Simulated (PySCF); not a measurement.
Several species in one continuum solvent.

Level: B3LYP/def2-SVPD in PySCF, non-relativistic, each on one gas-phase PBE0-D3(BJ)/def2-SVP geometry that isn't relaxed in the solvent. The solvent is an IEF-PCM continuum (Bondi radii, 1.10 Å for H, scaled by 1.2). Specific hydrogen bonds and non-electrostatic terms are outside this model.

Problem. Order them by E(solvent) − E(gas) in chloroform (ε = 4.711), most negative first (kcal/mol).
A. `[CH:1]#[C:2][CH2:3][C@@H:4]([CH3:5])[SiH2:6][O:7][SiH3:8]` with C2–C3–C4–C5 60°, C3–C4–Si6–O7 -60°, C4–Si6–O7–Si8 -70°
B. `[CH2:1]=[CH:2][Si:3]1([O:4][SiH3:5])[CH2:6][CH2:7][CH2:8]1` with C1–C2–Si3–O4 -133°, C2–Si3–O4–Si5 -172°, C2–Si3–C6–C7 94°, Si3–C6–C7–C8 23°, C6–C7–C8–Si3 -23°, C2–Si3–C8–C7 -93°
C. `[CH:1]#[C:2][SiH2:3][O:4][SiH2:5][CH:6]([CH3:7])[CH3:8]` with C2–Si3–O4–Si5 4°, Si3–O4–Si5–C6 28°, O4–Si5–C6–C7 180°
D. `[CH3:1][CH:2]([CH3:3])[Si@H:4]([OH:5])[C:6]#[C:7][SiH3:8]` with C1–C2–Si4–O5 -179°, C2–Si4–O5–H -89°

Solution. D (-3.2), A (-2.4), C (-1.9), B (-1.3).

| SMILES | charge | ΔE (kcal/mol) | polarisation term (kcal/mol) | HOMO shift (eV) | dipole gas (D) | dipole solvent (D) | atoms | lowest singlet, gas (eV) | lowest singlet, solvent (eV) |
| --- | --- | --- | --- | --- | --- | --- | --- | --- | --- |
| CC(C)[Si@H](O)C#C[SiH3] | 0 | -3.2 | -3.4 | +0.07 | 1.48 | 1.80 | 20 | 5.33 | 5.35 |
| C#CC[C@@H](C)[SiH2]O[SiH3] | 0 | -2.4 | -2.6 | -0.01 | 0.56 | 0.67 | 20 | 6.39 | 6.46 |
| C#C[SiH2]O[SiH2]C(C)C | 0 | -1.9 | -2.0 | +0.08 | 1.62 | 1.99 | 20 | 5.76 | 5.79 |
| C=C[Si]1(O[SiH3])CCC1 | 0 | -1.3 | -1.4 | +0.09 | 0.67 | 0.82 | 20 | 5.67 | 5.64 |

The polarisation term is half the interaction of the solute with the induced surface charges. Singlets are vertical TDDFT energies (frozen core, non-equilibrium response), the lowest in each medium.
